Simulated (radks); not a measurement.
Values are calculated unless marked as measured or tabulated.
These are the eigenvalues of the occupied orbitals of an atom or ion with whole-number occupations (hartree). Level of theory: Dirac Kohn-Sham, PBE, spin-unpolarised, spherical densities, point nucleus (a radial shooting solver on a logarithmic mesh with Libxc functionals).

1s1/2: -121.1026
2s1/2: -16.94983
2p1/2: -14.58459
2p3/2: -14.49967

Which element is it, and in what charge state? The configuration may be excited. Open shells, if any, fill j = l - 1/2 first.

Answer. Z = 18, argon, charge +8: Ar8+ in [Ne]. The list shows which subshells hold electrons but not how many an open one holds; the 1s level, -121.1 hartree, gives Z - s = 15.6 by -(Z - s)^2/2, which with screening and relativity narrows Z to a few neighbours, and the depths of the outer levels then fix element, charge and occupations together.
